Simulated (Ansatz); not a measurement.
CHNO, SMILES `N#CO` (charge 0, multiplicity 1).

Cartesian coordinates (Å):
```xyz
4

N      1.5875     0.1308    -0.3177
C      0.4742    -0.0940    -0.1206
O     -0.7561    -0.4144     0.0997
H     -1.3056     0.3776     0.1664
```
Charge 0, spin multiplicity 1.

Frozen-core energies in 6-31g from Ansatz (a quantum-chemistry and plane-wave program) at a geometry from PBE0-D3(BJ)/def2-TZVP; the HF reference has <S^2> = 0.00 and the T1 diagnostic is 0.014.

```
level    energy (Ha)
-------  -----------
HF        -167.63305
MP2       -167.95953
CCSD      -167.96017
CCSD(T)   -167.97003
```

### Question
Estimate the energies of CCSDT, CCSDT(Q) and CCSDTQ, and give each level's difference from CCSDTQ.

### Answer

```json
[
 {"level": "MP2", "energy (Ha)": "-167.95953", "difference from CCSDTQ (mHa)": "12.32"},
 {"level": "CCSD", "energy (Ha)": "-167.96017", "difference from CCSDTQ (mHa)": "11.69"},
 {"level": "CCSD(T)", "energy (Ha)": "-167.97003", "difference from CCSDTQ (mHa)": "1.82"},
 {"level": "CCSDT", "energy (Ha)": "-167.97012", "difference from CCSDTQ (mHa)": "1.74"},
 {"level": "CCSDT(Q)", "energy (Ha)": "-167.97213", "difference from CCSDTQ (mHa)": "-0.27"},
 {"level": "CCSDTQ", "energy (Ha)": "-167.97185", "difference from CCSDTQ (mHa)": "0.00"}
]
```
